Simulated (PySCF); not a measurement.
# Potential energy of CdB⁺ along the bond

Set-up: PySCF, scalar-relativistic core potentials, basis sets Cd cc-pVDZ-PP with ECP28, B cc-pVDZ. Energies in eV from Cd + B⁺ in their ground configurations at the same level. State: ¹Σ⁺ (singlet), closed shell.

```json
{"R (Å)": "2.165", "RHF-MP2": "-1.154", "RHF-CCSD": "", "PBE0": "-1.698", "RHF-SCS-MP2": "-1.088"}
{"R (Å)": "2.265", "RHF-MP2": "-1.317", "RHF-CCSD": "-1.216", "PBE0": "-1.864", "RHF-SCS-MP2": "-1.266"}
{"R (Å)": "2.366", "RHF-MP2": "-1.408", "RHF-CCSD": "-1.326", "PBE0": "-1.955", "RHF-SCS-MP2": "-1.369"}
{"R (Å)": "2.442", "RHF-MP2": "-1.442", "RHF-CCSD": "-1.370", "PBE0": "-1.987", "RHF-SCS-MP2": "-1.410"}
{"R (Å)": "2.517", "RHF-MP2": "-1.453", "RHF-CCSD": "-1.389", "PBE0": "-1.996", "RHF-SCS-MP2": "-1.428"}
{"R (Å)": "2.592", "RHF-MP2": "-1.447", "RHF-CCSD": "-1.389", "PBE0": "-1.986", "RHF-SCS-MP2": "-1.427"}
{"R (Å)": "2.693", "RHF-MP2": "-1.418", "RHF-CCSD": "-1.365", "PBE0": "-1.952", "RHF-SCS-MP2": "-1.403"}
{"R (Å)": "2.819", "RHF-MP2": "-1.356", "RHF-CCSD": "-1.307", "PBE0": "-1.884", "RHF-SCS-MP2": "-1.348"}
{"R (Å)": "2.970", "RHF-MP2": "-1.260", "RHF-CCSD": "-1.211", "PBE0": "-1.781", "RHF-SCS-MP2": "-1.258"}
{"R (Å)": "3.171", "RHF-MP2": "-1.113", "RHF-CCSD": "", "PBE0": "-1.627", "RHF-SCS-MP2": "-1.117"}
```

Q: Put a parabola through the three lowest points of the RHF-MP2 curve and estimate Re, k and ωe (reduced mass 10.04 u; 1 eV/Å² = 0.16022 mdyn/Å; ωe = 1302.8·√(k/μ) cm⁻¹).

A: Through R = 2.442, 2.517, 2.592 Å the second-order coefficient is 1.51 eV/Å², so Re ≈ 2.528 Å, k ≈ 0.484 mdyn/Å and ωe ≈ 286 cm⁻¹. A polynomial fit of higher order to the unrounded RHF-MP2 energies gives Re = 2.525 Å, k = 0.484 mdyn/Å, ωe = 286 cm⁻¹; anharmonicity and rounding make the difference.

The higher-order fit for each curve: RHF-MP2: Re = 2.525 Å, ωe = 286 cm⁻¹, De = 1.45 eV; RHF-CCSD: Re = 2.552 Å, ωe = 289 cm⁻¹, De = 1.39 eV; PBE0: Re = 2.512 Å, ωe = 297 cm⁻¹, De = 2.00 eV; RHF-SCS-MP2: Re = 2.550 Å, ωe = 282 cm⁻¹, De = 1.43 eV.

Correlated steps freeze 1 core orbital. Correlated levels converge slowly with the basis: in double zeta they bind strong bonds too weakly, by up to about 1 eV, and carry superposition errors of some tenths. For an ion De counts to the pair picked by the measured ionisation energies or electron affinities, which need not be the lowest pair at this level.
